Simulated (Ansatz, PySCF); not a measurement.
Reaction (SMILES): CSC [methylsulfanylmethane] -> [CH3] (CH3) + C[S] (the C-S bond at the site shown breaks; other sites are not compared here)
Geometries: B3LYP-D3(BJ)/def2-TZVP minima from Ansatz (an electronic-structure program).
Geometry of the first species:
```xyz
9

C      0.0016     1.3789    -0.5167
S      0.0002     0.0021     0.6601
C     -0.0019    -1.3822    -0.5079
H      0.0029     2.2993     0.0655
H      0.8930     1.3571    -1.1446
H     -0.8903     1.3593    -1.1440
H     -0.0029    -2.2988     0.0802
H     -0.8938    -1.3644    -1.1353
H      0.8895    -1.3666    -1.1359
```
Charge 0, spin multiplicity 1.

Property: bond dissociation energy (electronic energy difference), in kcal/mol. Cores are frozen in the correlated levels unless marked. UHF or UKS for open shells. Spin-orbit coupling is left out. Non-relativistic. Basis-set limits of correlation are two-point, X^-3; Hartree-Fock from the larger set. The bracket is a focal-point correction in the basis named.

RI-MP2/CBS(aug-cc-pV(T+d)Z,aug-cc-pV(Q+d)Z)+[CCSD(T)-MP2]/aug-cc-pV(T+d)Z (Ansatz) gives 78.8 kcal/mol.

Question: Another calculation gave 75.9 kcal/mol. Which level was it?
A) SVWN5/def2-TZVPD (Ansatz)
B) HSE06/def2-TZVPD (Ansatz)
C) HF/def2-TZVPD (PySCF)
D) revPBE/def2-TZVPD (Ansatz)

Answer: B, HSE06/def2-TZVPD (Ansatz). The others give 94.6 (SVWN5), 45.8 (HF), 71.8 (revPBE) kcal/mol.
